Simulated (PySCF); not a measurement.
SnI, SMILES [I][Sn+] (connectivity only; charge and spin as stated), charge +1, multiplicity 1.

Geometry: B3LYP-D3(BJ)/def2-TZVP. The multiplicity is an assumed one; other spin states were not compared. The def2 effective core potentials stand for the cores of I, Sn; spin–orbit coupling is left out.

Two levels are set side by side: TDDFT-PBE/def2-TZVPD (PySCF) and TDDFT-PBE0/def2-TZVPD (PySCF). Vertical, same geometry. The lowest singlet is HOMO−1→LUMO+1 50 %, HOMO→LUMO 50 % with PBE and HOMO→LUMO 50 %, HOMO−1→LUMO+1 50 % with the other functional; states are paired by order. Differences are taken from unrounded values.

```tsv
quantity	TDDFT-PBE0	TDDFT-PBE	TDDFT-PBE minus TDDFT-PBE0
lowest singlet excitation (eV)	3.29	3.03	-0.26
lowest triplet excitation (TDA) (eV)	2.83	2.60	-0.22
first bright state (f over 0.05) (eV)	4.40	4.20	-0.19
its oscillator strength	0.08	0.09	0.01
```

A lower first singlet is the usual sign of a functional without exact exchange. Differences between two approximate levels are no errors against the true value.

Rough cost on one machine, each run with all the roots and properties that it gave: TDDFT-PBE0 against TDDFT-PBE about 2 times.
